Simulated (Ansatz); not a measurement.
Pulling on the O2–H6 bond in GeH4O (SMILES [OH][GeH3]) (multiplicity 1 held, fragments rigid). Energies count from the point at 0.962 Å.
Geometry at that point (charge 0, multiplicity 1):
```xyz
6

Ge    -0.3290     0.0681     0.0733
O      1.3571    -0.3572    -0.3717
H     -0.5445    -0.1551     1.5839
H     -1.1863    -0.8852    -0.7652
H     -0.6085     1.5428    -0.2811
H      2.0121     0.1748     0.0902
```

Signs of static correlation in cc-pVDZ, with CASSCF(4,3), from Ansatz (a quantum-chemistry and plane-wave program) runs.

```
R (Å)  T1 of restricted CCSD  ⟨S²⟩ of UHF  largest double amplitude of restricted CCSD  weight of the CASSCF reference in MRCISD  CASSCF natural occupations
-----  ---------------------  -----------  -------------------------------------------  ----------------------------------------  --------------------------
0.770                  0.011        0.000                                        0.033                                     0.914              2.00 1.99 0.01
0.866                  0.011        0.000                                        0.033                                     0.914              2.00 1.99 0.01
0.962                  0.012        0.000                                        0.034                                     0.913              2.00 1.98 0.02
1.058                  0.012        0.000                                        0.035                                     0.912              2.00 1.97 0.03
1.154                  0.013        0.000                                        0.031                                     0.911              2.00 1.96 0.04
1.299                  0.014        0.000                                        0.051                                     0.911              2.00 1.93 0.07
1.443                  0.016   (withheld)                                        0.079                                     0.911              2.00 1.88 0.12
1.684                  0.020   (withheld)                                        0.161                                     0.911              2.00 1.77 0.23
1.924                  0.024        0.891                                        0.302                                     0.912              2.00 1.61 0.39
2.213                  0.030        0.964                                        0.456                                     0.912              2.00 1.42 0.58
2.597                  0.036        0.995                                        0.618                                     0.913              2.00 1.24 0.76
3.078                  0.039        1.004                                        0.747                                     0.913              2.00 1.11 0.89
```

Question: Fill in the missing entries.

Answer: 
- 1.443, ⟨S²⟩ of UHF: 0.301
- 1.684, ⟨S²⟩ of UHF: 0.732

Doubts at one or more of the structures used: active orbitals that take no part (SC-NEVPT2 on CASSCF(4,3)/cc-pVDZ); a restricted determinant that unrestricted orbitals would lower (R-CCSD(T)/cc-pVDZ); other coupled-cluster roots lie near (R-CCSD(T)/cc-pVDZ); a spin-contaminated determinant (U-CCSD(T)/cc-pVDZ); T1 above 0.05 (U-CCSD(T)/cc-pVDZ).
